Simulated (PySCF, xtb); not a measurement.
V(O)(OH)3 (H3O4V), SMILES [O]=[V]([OH])([OH])[OH], multiplicity 1.

GFN2-xTB run with xtb at its own geometry gives an orbital gap of 4.86 eV and a dipole moment of 2.64 D.

Geometry: ωB97X-D3(BJ)/def2-SVP. The multiplicity is an assumed one; other spin states were not compared. One conformer was computed; it need not be the lowest.

Problem. What does PySCF with PBE0/def2-TZVP give? (The exact figures need the calculation; the answer reports its results.)

Solution. gap 6.99 eV (levels -9.13 and -2.14 eV), dipole 1.81 D.
